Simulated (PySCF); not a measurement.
C3H12N2Si, SMILES CC(C)[SiH](N)N.

The structure is a stationary point at PBE-D3(BJ)/def2-SVP. The structure was generated by enumeration, and PubChem lists no compound with its InChIKey, so it may never have been made. The values are those of a single conformer.

Computed with SMD-PBE0/6-31G* in PySCF.

Solvation free energies are E(SMD) − E(gas) at the gas-phase geometry, for 1 M in both phases. In vacuum the dipole moment is 0.26 D.

| solvent | ΔG(solv) (kcal/mol) | its non-electrostatic (CDS) part | dipole (D) |
|---|---|---|---|
| water | -2.1 | 5.1 | 0.38 |
| chlorobenzene | -5.0 | 0.4 | 0.35 |
| n-hexane | -2.7 | -0.2 | 0.30 |
